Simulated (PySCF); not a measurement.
## Trend along the alkaline earths: MSe molecules

PBE0 with double-zeta basis sets in PySCF, for the lowest determinant that a PBE0 search found; no spin–orbit coupling. De refers to high-spin ground-configuration atoms. A positive dipole means M(−)Se(+).

```
 M                       basis  state (unpaired electrons)  Re (Å)  ωe (cm⁻¹)  De (eV)   μ (D)
Be                    def2-SVP      singlet (closed shell)   1.876        863     2.96   -4.74
Mg  aug-cc-pVDZ/aug-cc-pVDZ-PP      singlet (closed shell)   2.271        426     1.79   -7.48
Ca                  x2c-SVPall      singlet (closed shell)   2.426        375     3.12   -9.89
Sr                    def2-SVP      singlet (closed shell)   2.581        283     3.26  -10.54
```

The shortest bond is that of BeSe (1.876 Å), the longest that of SrSe (2.581 Å).

The rows differ in basis set, which adds steps of its own.

Relativity is treated differently too: Be no relativity; Mg scalar-relativistic core potentials; Ca spin-free X2C; Sr scalar-relativistic core potentials.

Down a group bonds as a rule get longer and wavenumbers fall, partly through the reduced mass; this series shows no clear exception.
